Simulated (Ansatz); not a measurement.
trifluoroacetic acid (C$_{2}$HF$_{3}$O$_{2}$), singlet, geometry from GFN2-xTB; WB97X/STO-3G (Ansatz, an electronic-structure program).

Input for Ansatz:
Ansatz 0.2 input:
```yaml
crystal:
  periodic: [false, false, false]
  atoms:
    - {symbol: O, position_ang: [1.58117628, -0.84821747, 0.38900017]}
    - {symbol: C, position_ang: [0.94347052, 0.23215721, -0.01055559]}
    - {symbol: O, position_ang: [1.42485188, 1.27590560, -0.32008031]}
    - {symbol: C, position_ang: [-0.59069935, -0.04820435, -0.02532297]}
    - {symbol: F, position_ang: [-1.02806939, -0.38485394, 1.19219374]}
    - {symbol: F, position_ang: [-1.27633644, 1.01849029, -0.42372265]}
    - {symbol: F, position_ang: [-0.88562209, -1.05668212, -0.85174030]}
    - {symbol: H, position_ang: [2.54539899, -0.71781028, 0.41333544]}
basis:
  gaussian:
    orbitals: STO-3G
hamiltonian:
  xc: {name: wB97X}
```

Q: Write the output that Ansatz gives for this input, abridged.

A: 
```
Functional definition: wB97X
535 factors; integrals over basis functions are off by at most 3.2e-5 eV
142 factors; integrals over basis functions are off by at most 1.1e-6 eV
mean field evaluation 1: about -14122.9156 eV, gradient 5.1e1 eV
mean field evaluation 2: about -14123.1362 eV, gradient 6.0e1 eV
mean field evaluation 4: about -14130.9802 eV, gradient 2.3e0 eV
mean field evaluation 8: about -14130.9795 eV, gradient 9.0e-2 eV
mean field evaluation 16: about -14130.9795 eV, gradient 4.5e-5 eV
mean field -14130.97954389 eV, -519.3039199158 hartree, gradient 4.5e-5 eV, S^2 0.000000; 0 other end points of the search recorded, 0 dependent functions left out
reference -14130.97953335 eV, -519.3039195287 hartree; 28, 28 occupied and 8, 8 virtual orbitals, 535 factors
Total energy: -14130.97953335 eV, -519.3039195287 hartree
```
